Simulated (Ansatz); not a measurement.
`CC[SiH](N)F` → `CN([SiH3])CF`  (isomerisation)

Program: Ansatz. Geometries: PBE0-D4/def2-TZVP. ΔE: electronic, gas phase. CCSD(T)/CBS adds triple-zeta CCSD(T) − MP2 to the extrapolated MP2 energy (def2 sets, frozen cores). Functionals use def2-TZVPP. B3LYP here is the variant with VWN-RPA as its local correlation; programs differ in this. One conformer a species, not always the lowest.

(1) Is it downhill or uphill in electronic energy at CCSD(T)/CBS, and by how much? (Best estimate.)

(2) What do these levels give: PBE0-D4, B3LYP-D4, ωB97X-V, ωB97M-V, PBE0, HF/def2-TZVPP, CCSD/def2-TZVPP, CCSD(T)/def2-TZVPP, HF/def2-QZVPP, SCS-MP2/def2-QZVPP, HF/CBS(def2), MP2/CBS(def2)? (Estimate.)

Largest T1 diagnostic among the species: 0.011.

## Answers

(1) Ansatz gave: Uphill: ΔE = +3.27 eV.

(2) The calculation gave: PBE0-D4 3.11, B3LYP-D4 3.09, ωB97X-V 3.08, ωB97M-V 3.19, PBE0 3.12, HF/def2-TZVPP 3.16, CCSD/def2-TZVPP 3.19, CCSD(T)/def2-TZVPP 3.17, HF/def2-QZVPP 3.18, SCS-MP2/def2-QZVPP 3.27, HF/CBS(def2) 3.18, MP2/CBS(def2) 3.40 eV.

From PBE to PBE0 (25 % exact exchange), in def2-TZVPP and without D4, ΔE moves by +0.09 eV.
